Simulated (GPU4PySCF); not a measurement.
C9H21Sb, SMILES C[CH](C)[Sb]([CH](C)C)[CH](C)C. Geometry: B3LYP-D3(BJ)/def2-TZVP. The isomer is the one that the SMILES or the coordinates give; other isomers of the formula were not compared. The def2 effective core potentials stand for the cores of Sb; spin–orbit coupling is left out. Other conformers were not sampled.

Computed equilibrium geometry at B3LYP-D3(BJ)/def2-TZVP (GPU4PySCF confirms it by a frequency run) as a Z-matrix (one conformer of several):
```
Sb
C 1 2.2147
H 2 1.0945 1 100.42
C 2 1.5237 3 108.12 1 123.33
H 4 1.0896 2 111.98 3 -179.01
H 4 1.0902 5 107.94 2 -123.81
H 4 1.0962 5 107.18 6 -115.27
C 2 1.5274 3 108.00 4 121.74
H 8 1.0915 2 111.65 3 178.71
H 8 1.0920 9 107.58 2 123.22
H 8 1.0952 9 107.13 10 115.40
C 1 2.2165 2 98.59 3 81.02
H 12 1.0939 1 102.92 2 -38.12
C 12 1.5235 13 109.09 6 -57.56
H 14 1.0887 12 112.50 13 55.48
H 14 1.0920 15 107.83 12 -123.34
H 14 1.0959 15 107.51 16 -115.04
C 12 1.5278 13 108.75 14 -121.38
H 18 1.0912 12 112.11 13 -56.60
H 18 1.0937 19 107.43 12 122.53
H 18 1.0953 19 107.89 20 115.20
C 1 2.2185 2 102.99 3 -176.68
H 22 1.0942 1 101.87 2 -145.03
C 22 1.5240 23 108.74 16 -61.00
H 24 1.0879 22 112.64 23 57.78
H 24 1.0907 25 107.91 22 -123.54
H 24 1.0961 25 107.51 26 -115.01
C 22 1.5285 23 108.46 24 -120.98
H 28 1.0912 22 112.10 23 -56.94
H 28 1.0930 29 107.44 22 122.64
H 28 1.0953 29 107.84 30 115.28
```
Charge 0, spin multiplicity 1.
